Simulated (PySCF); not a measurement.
Excitation energy of Ta by level of theory

Ta [Xe] 4f14 5d3 6s2 (4F) → Ta [Xe] 4f14 5d4 6s1 (6D), as a difference of total energies. Computed with PySCF 2.14 in def2-QZVPPD with the def2 core potential (60 electrons) (7s6p4d3f2g, 84 functions), with a scalar-relativistic core potential. Correlated levels: valence: 5s2 5p6 frozen; valence and next inner shell: nothing frozen outside the core potential. The calculations carry no spin-orbit coupling.

```
                                method  excitation energy (eV)
                                   UHF                   0.271
                                   LDA                   0.550
                                   PBE                   0.414
                                  PBE0                   0.412
                                r2SCAN                   0.200
                                  BLYP                   0.964
                                  BP86                   0.530
                                 M06-L                   1.194
                         MP2 (valence)                   0.808
                     SCS-MP2 (valence)                   1.488
    MP2 (valence and next inner shell)                   0.795
SCS-MP2 (valence and next inner shell)                   1.370
```

Question: How much does correlation contribute at MP2 (valence and next inner shell)?

Answer: 0.795 − (0.271) = 0.524 eV, measured against UHF.
